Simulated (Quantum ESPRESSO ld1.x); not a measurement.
Problem. These are the eigenvalues of the occupied orbitals of an atom or ion with whole-number occupations (Ry). Method: Dirac Kohn-Sham, PBEsol, spin-unpolarised, spherical densities, point nucleus; computed with ld1.x of Quantum ESPRESSO 7.5.

| orbital | eigenvalue |
|---|---|
| 1s1/2 | -2225.37 |
| 2s1/2 | -339.061 |
| 2p1/2 | -317.283 |
| 2p3/2 | -298.790 |
| 3s1/2 | -66.9429 |
| 3p1/2 | -58.0411 |
| 3p3/2 | -54.6290 |
| 3d3/2 | -38.8980 |
| 3d5/2 | -38.1886 |
| 4s1/2 | -11.5155 |
| 4p1/2 | -8.50417 |
| 4p3/2 | -7.87076 |
| 4d3/2 | -3.11147 |
| 4d5/2 | -3.01979 |
| 5s1/2 | -1.50466 |
| 5p1/2 | -0.90823 |

Which element is it, and in what charge state? The configuration may be excited. Open shells, if any, fill j = l - 1/2 first.

Solution. Z = 51, antimony, charge +1: Sb+ in [Kr] 4d10 5s2 5p2. The list shows which subshells hold electrons but not how many an open one holds; the 1s level, -1112.7 hartree, gives Z - s = 47.2 by -(Z - s)^2/2, which with screening and relativity narrows Z to a few neighbours, and the depths of the outer levels then fix element, charge and occupations together.
